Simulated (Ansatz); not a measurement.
Start from `[F][AlH][F]` and change one element to get `[F][GaH][F]`.

Ansatz, PBE0-D4/def2-TZVP geometries, multiplicity 1. 

Scalar relativity is left out up to krypton.

| property | `[F][AlH][F]` |
| --- | --- |
| LUMO energy (ωB97M-V/def2-TZVPP) / eV | 0.68 |
| HOMO energy (PBE0/def2-TZVPP) / eV | -10.12 |
| LUMO energy (PBE/def2-TZVPP) / eV | -1.65 |
| HOMO–LUMO gap (PBE0/def2-TZVPP) / eV | 9.25 |
| HOMO–LUMO gap (ωB97M-V/def2-TZVPP) / eV | 13.10 |
| LUMO energy (PBE0/def2-TZVPP) / eV | -0.88 |

(1) Give the same properties after the change, and the shifts. (Estimate.)

## Answers

(1) The calculation gave: 
| property | `[F][GaH][F]` | shift |
| --- | --- | --- |
| LUMO energy (ωB97M-V/def2-TZVPP) / eV | 0.33 | -0.35 |
| HOMO energy (PBE0/def2-TZVPP) / eV | -10.39 | -0.27 |
| LUMO energy (PBE/def2-TZVPP) / eV | -2.16 | -0.51 |
| HOMO–LUMO gap (PBE0/def2-TZVPP) / eV | 9.02 | -0.23 |
| HOMO–LUMO gap (ωB97M-V/def2-TZVPP) / eV | 13.05 | -0.05 |
| LUMO energy (PBE0/def2-TZVPP) / eV | -1.37 | -0.49 |

With PBE0 the HOMO falls by 0.27 eV and the LUMO falls by 0.49 eV, so the gap narrows by about 0.22 eV. PBE moves the HOMO by -0.04 eV and ωB97M-V by -0.31 eV.
